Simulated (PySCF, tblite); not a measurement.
Isomers of C7H15N. Computed values, GFN2-xTB/tblite, gas phase, harmonic and unscaled. The method is semi-empirical: single wavenumbers can be off by several per cent or more. One conformer each.

Electronic energies: PBE0/pcSseg-1 single points on the GFN2-xTB geometries (PySCF, gas phase).

```json
{"SMILES": "CC[C@@H]1CCCNC1", "electronic energy, lowest = 0 (kcal/mol)": "0.0"}
{"SMILES": "C=C[C@@H](C)[C@H](C)CN", "electronic energy, lowest = 0 (kcal/mol)": "19.4"}
{"SMILES": "C/N=C\\CC(C)(C)C", "electronic energy, lowest = 0 (kcal/mol)": "15.1"}
{"SMILES": "C=NC[C@@H](C)CCC", "electronic energy, lowest = 0 (kcal/mol)": "17.2"}
{"SMILES": "C=CC[C@H](C)NCC", "electronic energy, lowest = 0 (kcal/mol)": "21.1"}
{"SMILES": "CCCN1CCCC1", "electronic energy, lowest = 0 (kcal/mol)": "6.3"}
{"SMILES": "C=NCC(C)(C)CC", "electronic energy, lowest = 0 (kcal/mol)": "16.6"}
{"SMILES": "C[C@@H]1CCCCNC1", "electronic energy, lowest = 0 (kcal/mol)": "4.6"}
```

How do GFN2-xTB zero-point energies change the relative energies?

```tsv
SMILES	ZPE (kcal/mol)	of it from modes above 1550 cm⁻¹	electronic (kcal/mol)	with ZPE, lowest = 0 (kcal/mol)	lowest mode (cm⁻¹)	rings
CC[C@@H]1CCCNC1	133.3	64.3	0.0	0.0	62	1
C[C@@H]1CCCCNC1	133.3	64.3	4.6	4.6	107	1
CCCN1CCCC1	131.9	63.4	6.3	4.9	45	1
C/N=C\CC(C)(C)C	129.6	67.0	15.1	11.4	43	0
C=NCC(C)(C)CC	129.5	66.8	16.6	12.8	47	0
C=NC[C@@H](C)CCC	129.9	66.5	17.2	13.7	61	0
C=C[C@@H](C)[C@H](C)CN	130.1	70.4	19.4	16.2	63	0
C=CC[C@H](C)NCC	129.8	67.5	21.1	17.5	40	0
```

The zero-point energies span 3.8 kcal/mol, from `C=NCC(C)(C)CC` to `C[C@@H]1CCCCNC1`. The order is unchanged.

And how do the electronic energies of GFN2-xTB itself compare?

`CC[C@@H]1CCCNC1` 0.0; `C[C@@H]1CCCCNC1` 5.4; `CCCN1CCCC1` 1.2; `C/N=C\CC(C)(C)C` 17.2; `C=NCC(C)(C)CC` 22.2; `C=NC[C@@H](C)CCC` 23.5; `C=C[C@@H](C)[C@H](C)CN` 33.6; `C=CC[C@H](C)NCC` 30.6 kcal/mol, lowest = 0. Against the energies above, taken from the same isomer `CC[C@@H]1CCCNC1`, the largest difference is 14.2 kcal/mol.

What do entropy and thermal enthalpy add at 298.15 K and 1 bar (rigid rotor, harmonic oscillator, one conformer each)?

```csv
SMILES,point group,symmetry number,S (cal/(mol K)),H − H(0) (kcal/mol),ZPE + H − H(0) − TS (kcal/mol)
CC[C@@H]1CCCNC1,C1,1,88.3,5.81,112.8
C[C@@H]1CCCCNC1,C1,1,87.4,5.79,113.1
CCCN1CCCC1,C1,1,94.1,6.30,110.2
C/N=C\CC(C)(C)C,C1,1,99.5,7.22,107.2
C=NCC(C)(C)CC,C1,1,98.7,7.16,107.2
C=NC[C@@H](C)CCC,C1,1,100.2,7.14,107.1
C=C[C@@H](C)[C@H](C)CN,C1,1,98.4,7.16,107.9
C=CC[C@H](C)NCC,C1,1,100.9,7.19,106.8
```
